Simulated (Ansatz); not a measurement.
C$_{2}$H$_{10}$N$_{2}$Si (`CN[SiH2]NC`), relaxed with RKS PBE-D4/def2-SVP in the Gaussian-basis code of Ansatz from a rough embedded geometry. The force threshold is 0.03 eV/Å; the program also tests the step.

Charge 0, multiplicity 1.

Start:

```xyz
15

C     2.128    1.378    0.841
N     1.275    0.330    0.372
Si   -0.341    0.516    0.011
N    -0.754   -1.050   -0.367
C    -2.002   -1.571   -0.785
H     2.248    2.188    0.003
H     3.133    1.013    1.004
H     1.779    1.910    1.732
H     1.639   -0.142   -0.460
H    -1.135    0.853    1.241
H    -0.557    1.403   -1.139
H    -0.364   -1.659    0.335
H    -2.378   -1.017   -1.706
H    -1.939   -2.638   -1.113
H    -2.731   -1.514    0.032
```

```
step  energy (eV)  largest force (eV/Å)  largest move (Å)
   1  -13077.6653                 2.342             0.000
   2  -13078.2295                 1.369             0.187
   3  -13078.2849                 1.549             0.200
   4  -13078.3946                 0.318             0.141
   5  -13078.4188                 0.188             0.075
   6  -13078.4450                 0.072             0.175
   7  -13078.4534                 0.053             0.100
   8  -13078.4548                 0.022             0.044
   9  -13078.4552                 0.036             0.050
  10  -13078.4554                 0.013             0.007
```

End:

```xyz
15

C     2.215    1.430    0.802
N     1.369    0.500    0.079
Si   -0.369    0.500    0.025
N    -0.890   -1.153   -0.108
C    -2.059   -1.640   -0.813
H     2.642    2.245    0.169
H     3.069    0.916    1.299
H     1.625    1.923    1.602
H     1.858   -0.041   -0.639
H    -0.740    1.285    1.267
H    -1.064    1.164   -1.147
H    -0.489   -1.824    0.553
H    -2.388   -0.882   -1.554
H    -1.844   -2.575   -1.380
H    -2.936   -1.849   -0.154
```

Hardware: 4 threads of a server CPU on a shared host. Wall time 13 s, peak host memory 0.18 GiB.
